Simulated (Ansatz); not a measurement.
Cd7H20S7⁺. Charge 1, multiplicity 2. Geometry r2SCAN-D4/def2-SVP, that of the neutral singlet; atoms count from 1.

| atom | x (Å) | y (Å) | z (Å) |
| --- | --- | --- | --- |
| Cd1 | 2.359 | -2.725 | 0.732 |
| Cd2 | -1.320 | 0.266 | 1.432 |
| Cd3 | -0.292 | -3.339 | -1.385 |
| Cd4 | 2.268 | 1.202 | 2.885 |
| Cd5 | 3.306 | 1.692 | -0.053 |
| Cd6 | -0.211 | 1.954 | -1.955 |
| Cd7 | 1.229 | -1.375 | -3.361 |
| S8 | -1.498 | 2.003 | 3.913 |
| S9 | 0.808 | -0.984 | 2.233 |
| S10 | 2.694 | -0.700 | -1.044 |
| S11 | -4.401 | -1.283 | -1.519 |
| S12 | -3.006 | 2.481 | -1.289 |
| S13 | -0.655 | -0.504 | -1.308 |
| S14 | 0.556 | 2.141 | 0.643 |
| H15 | 0.926 | -3.580 | -0.055 |
| H16 | 3.735 | -3.249 | 1.568 |
| H17 | -3.009 | 0.129 | 1.316 |
| H18 | -1.915 | -3.814 | -1.613 |
| H19 | 1.749 | 1.896 | 4.344 |
| H20 | 3.611 | 1.027 | 1.709 |
| H21 | 4.011 | 2.935 | -0.944 |
| H22 | 0.244 | 3.030 | -3.157 |
| H23 | 0.958 | -3.074 | -2.843 |
| H24 | 1.414 | -0.218 | -4.563 |
| H25 | -1.780 | 1.020 | 4.798 |
| H26 | -0.171 | 2.007 | 4.234 |
| H27 | 0.486 | -1.585 | 3.400 |
| H28 | 3.962 | -0.973 | -1.429 |
| H29 | -4.101 | -1.074 | -0.212 |
| H30 | -3.535 | -2.327 | -1.607 |
| H31 | -3.490 | 1.238 | -1.560 |
| H32 | -3.336 | 2.957 | -2.511 |
| H33 | -1.936 | -0.613 | -1.752 |
| H34 | 0.338 | 3.439 | 0.954 |

In the def2 sets Cd takes a core potential; there is no spin–orbit coupling. Single mean-field runs in def2-TZVP are fitted with def2-universal-jkfit. In the doublet geometry the species has come apart into loosely held pieces.

Problem. Estimate the Mulliken populations of the heavy atoms from the PBE0/def2-TZVP orbitals of Ansatz.

Solution. 
```csv
atom,charge (e),spin (α − β),d electrons
Cd1,0.48,0.01,9.97
Cd2,0.62,-0.01,9.99
Cd3,0.38,0.00,9.96
Cd4,0.45,0.00,9.97
Cd5,0.48,0.00,9.97
Cd6,0.55,0.00,9.98
Cd7,0.44,0.00,9.96
S8,-0.25,0.08,–
S9,-0.61,0.03,–
S10,-0.60,0.12,–
S11,-0.31,0.00,–
S12,-0.29,0.02,–
S13,-0.63,0.14,–
S14,-0.68,0.01,–
```
Mulliken values depend strongly on the basis.

Problem. Where does the spin sit?

Solution. Summed by element: Cd 0.00, S 0.40, H 0.59, of 1 unpaired in all. Largest on single atoms: H16 0.20, S13 0.14, H17 0.13.

Problem. And the Mayer bond orders between heavy atoms (over 0.3)?

Solution. Cd1–S10 0.33 (2.71 Å); Cd2–S9 0.40 (2.59 Å); Cd4–S9 0.31 (2.71 Å); Cd5–S10 0.36 (2.66 Å); Cd6–S13 0.38 (2.58 Å); Cd6–S14 0.30 (2.71 Å).
